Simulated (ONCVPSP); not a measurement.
## gallium (Ga) ONCV: all-electron and pseudo phase curves

* Element: gallium (Ga)
* Generator: ONCVPSP 4.0.1
* Type: optimised norm-conserving Vanderbilt (ONCV)
* Functional: PBE
* Relativity: scalar-relativistic
* Frozen core: [Ar] 3d10
* Valence charge: 3
* Reference configuration: 4s2 4p1
* Partial waves: 4s: rc 1.75 bohr, ncon 3, nbas 7, qcut 4.7 1/bohr, 2 projectors, debl 0.8 Ha; 4p: rc 1.75 bohr, ncon 3, nbas 7, qcut 5 1/bohr, local
* Local potential: the p channel
* Core correction: polynomial model core, fcfact 0.7

The phase is arctan(r·R′/R) of the radial function R(r), unwrapped; energies in Ha, scanned from -2 to 5 Ha. A pole is an energy at which the radial function vanishes at the test radius. The pseudo phase is shifted by a multiple of π to meet the all-electron one at the reference energy, and phase errors are pseudo minus all-electron; the curves can meet again beyond the range given. Levels narrower than the energy grid can be missing from the lists of poles.

```
channel  radius (bohr)  reference energy (Ha)  poles, all-electron  poles, pseudo  unbroken range about the reference energy with phases within 0.05 rad  phase error 1 Ha above the reference energy (rad)
      s           1.78                  -0.33                 2.31           2.28                                                              below 3.8                                             +0.000
      p           1.78                  -0.09                 3.15           2.72                                                              below 3.0                                             -0.017
```

Phases in the p channel:

```csv
E (Ha),all-electron,pseudo
-1.98,1.162,1.143
-1.80,1.130,1.112
-1.62,1.092,1.075
-1.44,1.047,1.031
-1.26,0.991,0.977
-1.08,0.921,0.908
-0.90,0.831,0.820
-0.72,0.713,0.705
-0.54,0.556,0.550
-0.36,0.349,0.346
-0.18,0.088,0.088
0.00,-0.204,-0.204
0.18,-0.484,-0.487
0.36,-0.718,-0.725
0.54,-0.897,-0.909
0.72,-1.033,-1.047
0.90,-1.135,-1.152
1.08,-1.214,-1.233
1.26,-1.277,-1.298
1.44,-1.327,-1.350
1.62,-1.369,-1.394
1.80,-1.405,-1.431
1.98,-1.435,-1.464
2.16,-1.462,-1.493
2.34,-1.485,-1.520
2.52,-1.507,-1.544
2.70,-1.526,-1.568
2.88,-1.545,-1.591
3.06,-1.562,-1.614
3.24,-1.579,-1.637
3.42,-1.595,-1.662
3.60,-1.611,-1.689
3.78,-1.627,-1.718
3.96,-1.643,-1.752
4.14,-1.659,-1.793
4.32,-1.677,-1.844
4.50,-1.696,-1.911
4.68,-1.716,-2.004
4.86,-1.739,-2.143
```
